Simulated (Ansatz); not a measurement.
Total energies of Cl₃FH₂MoO₂ (`[OH][Mo]([OH])([F])([Cl])([Cl])[Cl]`).

Cartesian coordinates in Å:
```
O -0.304 -1.424 -1.054
Mo 0.155 0.113 -0.141
O -0.107 -0.599 1.539
F -1.663 0.476 -0.425
Cl 0.237 2.094 1.117
Cl 2.333 -0.497 -0.141
Cl 0.605 1.494 -1.899
H -1.213 -1.583 -1.341
H -0.043 -0.074 2.346
```

The species carries charge 0 and has multiplicity 1. Correlated methods include outer-core shells of Mo, which these sets cover unevenly. Mo takes the def2 core potential. The structure was optimised at the PBE0-D4/def2-TZVP level. It is one conformer, not always the lowest. Basis def2-TZVPP, Ansatz 0.2.0.

RPA on PBE orbitals: Hartree–Fock energy of these orbitals -1696.44294 Eh, correlation -2.89304 Eh (frozen core).

```csv
functional,energy without D4 (Eh),D4 term (kJ/mol)
CAM-B3LYP,-1700.56420,-32.2
ωB97X-V,-1700.29794,–
```

(1) Give the same for LDA (SPW92), PBE, revPBE, BLYP, r2SCAN, B97M-V, PBE0, B3LYP, r2SCANh, r2SCAN0, HSE06 (plane-wave form), BHLYP, LC-ωPBE, ωB97M-V, B2PLYP, PBE-QIDH. (Best estimate.)

B3LYP takes the VWN-RPA correlation (the form of Gaussian; ORCA's B3LYP/G). HSE06 is the plane-wave form, built on full-range PBE exchange. The double hybrids freeze the cores in their second-order part.

Answers

(1) Ansatz gave: 
```tsv
functional	energy without D4 (Eh)	D4 term (kJ/mol)
LDA (SPW92)	-1694.43629	–
PBE	-1699.91006	-36.2
revPBE	-1700.40019	-93.3
BLYP	-1700.62995	-77.7
r2SCAN	-1700.52470	-8.5
B97M-V	-1700.24291	–
PBE0	-1699.92816	-31.1
B3LYP	-1700.71829	-59.2
r2SCANh	-1700.46477	-9.3
r2SCAN0	-1700.37811	-10.4
HSE06 (plane-wave form)	-1699.89492	-29.3
BHLYP	-1700.37154	-50.3
LC-ωPBE	-1700.11774	–
ωB97M-V	-1700.40845	–
B2PLYP	-1700.04014	–
PBE-QIDH	-1699.57959	–
```

LC-ωPBE has ω = 0.4 bohr⁻¹.
